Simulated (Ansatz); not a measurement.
Ansatz (a program for electronic structure) input (revPBE/def2-TZVPD):

Ansatz 0.2 input:
```yaml
crystal:
  periodic: [false, false, false]
  atoms:
    - {symbol: C, position_ang: [2.40528774, -1.12999453, 0.05411507]}
    - {symbol: C, position_ang: [1.23952216, -0.30213938, 0.46664448]}
    - {symbol: C, position_ang: [1.66631887, 1.12795871, 0.81684178]}
    - {symbol: C, position_ang: [0.13685201, -0.34534789, -0.60613049]}
    - {symbol: C, position_ang: [-1.17229727, 0.38193984, -0.27658631]}
    - {symbol: C, position_ang: [-1.83950666, -0.16149154, 0.98728614]}
    - {symbol: C, position_ang: [-2.12846528, 0.29744218, -1.46746728]}
    - {symbol: H, position_ang: [2.26698074, -2.02022821, -0.54536913]}
    - {symbol: H, position_ang: [3.39319951, -0.93390514, 0.44942606]}
    - {symbol: H, position_ang: [0.82229469, -0.74863580, 1.38445916]}
    - {symbol: H, position_ang: [2.01993775, 1.65223204, -0.07425329]}
    - {symbol: H, position_ang: [2.47825952, 1.12111697, 1.54636750]}
    - {symbol: H, position_ang: [0.84273886, 1.70172350, 1.24288907]}
    - {symbol: H, position_ang: [-0.09622253, -1.39495769, -0.81936511]}
    - {symbol: H, position_ang: [0.54739190, 0.07031019, -1.53234844]}
    - {symbol: H, position_ang: [-0.94554606, 1.44037947, -0.11161673]}
    - {symbol: H, position_ang: [-2.78980208, 0.34335636, 1.17289320]}
    - {symbol: H, position_ang: [-1.21644969, -0.02574495, 1.87229391]}
    - {symbol: H, position_ang: [-2.04542708, -1.23098543, 0.88534041]}
    - {symbol: H, position_ang: [-3.05100198, 0.84866508, -1.27389149]}
    - {symbol: H, position_ang: [-1.67364362, 0.70841092, -2.37121068]}
    - {symbol: H, position_ang: [-2.39897949, -0.74194186, -1.67383469]}
basis:
  gaussian:
    orbitals: def2-TZVPD
hamiltonian:
  xc: {name: revPBE}
magnetization: {spin_polarized: true, initial_magnetization: 1}
output: {forces: true}
```

End of the output:

```
mean field evaluation 4: about -7502.1630 eV, gradient 1.3e1 eV
mean field evaluation 8: about -7502.9138 eV, gradient 2.6e-1 eV
mean field evaluation 16: about -7502.8136 eV, gradient 1.3e-3 eV
mean field -7502.81360801 eV, -275.7233145047 hartree, gradient 4.1e-5 eV, S^2 0.754116; 0 other end points of the search recorded, 0 dependent functions left out
the calculation of the forces begins
reference -7502.81368761 eV, -275.7233174300 hartree; 29, 28 occupied and 365, 366 virtual orbitals, 1983 factors
Total energy: -7502.81368761 eV, -275.7233174300 hartree
Atom 0 at     2.405288    -1.129995     0.054115 Å, force    -0.026227     0.026748     0.004355 eV/Å
Atom 1 at     1.239522    -0.302139     0.466644 Å, force     0.108521     0.027285    -0.087851 eV/Å
Atom 2 at     1.666319     1.127959     0.816842 Å, force     0.018235    -0.017083     0.018221 eV/Å
Atom 3 at     0.136852    -0.345348    -0.606130 Å, force    -0.019640     0.027697     0.056972 eV/Å
Atom 4 at    -1.172297     0.381940    -0.276586 Å, force    -0.059398    -0.081372    -0.009806 eV/Å
Atom 5 at    -1.839507    -0.161492     0.987286 Å, force    -0.009468     0.018120    -0.021174 eV/Å
Atom 6 at    -2.128465     0.297442    -1.467467 Å, force     0.011732     0.019105     0.010566 eV/Å
Atom 7 at     2.266981    -2.020228    -0.545369 Å, force    -0.022445    -0.280913    -0.182928 eV/Å
Atom 8 at     3.393200    -0.933905     0.449426 Å, force     0.313034     0.045516     0.111876 eV/Å
Atom 9 at     0.822295    -0.748636     1.384459 Å, force    -0.107620    -0.133112     0.267543 eV/Å
Atom 10 at     2.019938     1.652232    -0.074253 Å, force     0.109914     0.159663    -0.230269 eV/Å
Atom 11 at     2.478260     1.121117     1.546367 Å, force     0.226430     0.019247     0.207237 eV/Å
Atom 12 at     0.842739     1.701723     1.242889 Å, force    -0.201666     0.182368     0.131753 eV/Å
Atom 13 at    -0.096223    -1.394958    -0.819365 Å, force    -0.055577    -0.295808    -0.074270 eV/Å
Atom 14 at     0.547392     0.070310    -1.532348 Å, force     0.119690     0.103980    -0.269639 eV/Å
Atom 15 at    -0.945546     1.440379    -0.111617 Å, force     0.048406     0.310715     0.038865 eV/Å
Atom 16 at    -2.789802     0.343356     1.172893 Å, force    -0.269491     0.133096     0.073846 eV/Å
Atom 17 at    -1.216450    -0.025745     1.872294 Å, force     0.141165     0.031879     0.268196 eV/Å
Atom 18 at    -2.045427    -1.230985     0.885340 Å, force    -0.075035    -0.291042    -0.002963 eV/Å
Atom 19 at    -3.051002     0.848665    -1.273891 Å, force    -0.265130     0.153140     0.033489 eV/Å
Atom 20 at    -1.673644     0.708411    -2.371211 Å, force     0.105860     0.115082    -0.265568 eV/Å
Atom 21 at    -2.398979    -0.741942    -1.673835 Å, force    -0.091291    -0.274310    -0.078451 eV/Å
Dipole moment:    -0.063122     0.038039     0.045318 e Å
```

It need not be the lowest isomer of its formula.
